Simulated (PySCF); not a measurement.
Vibration and rotation of MgCd⁺

B3LYP constants of MgCd⁺, ²Σ⁺ (doublet), unpaired electrons σ ↑ (basis Mg cc-pVDZ, Cd cc-pVDZ-PP with ECP28; scalar-relativistic core potentials; PySCF 2.14; masses 23.9850 and 113.9034 u):

* ωe: 156.1 cm⁻¹
* ωexe: 1.07 cm⁻¹
* Be: 0.097656 cm⁻¹
* αe: 0.000876 cm⁻¹
* D (centrifugal): 1.53e-07 cm⁻¹
* De to Mg⁺ + Cd: 0.90 eV

Task: Give the vibrational terms G(v) and spacings up to v = 6.

Result: G(v) = ωe(v+½) − ωexe(v+½)².

```
v  G(v) (cm⁻¹)  G(v) − G(v−1)  Bv (cm⁻¹)
0         77.8                   0.09722
1        231.7          154.0    0.09634
2        383.6          151.8    0.09547
3        533.2          149.7    0.09459
4        680.8          147.5    0.09371
5        826.2          145.4    0.09284
6        969.4          143.3    0.09196
```

Task: How well does the Morse estimate ωe²/(4ωexe) reproduce De, and what is D0?

Result: It gives 0.71 eV, 78 % of the computed De. D0 = De − G(0) = 0.90 − 0.01 = 0.89 eV.

Spin–orbit coupling is left out. For an ion De counts to the pair picked by the measured ionisation energies or electron affinities, which need not be the lowest pair at this level. The state is the lowest determinant that a PBE0 search found; another state may lie lower at other levels.
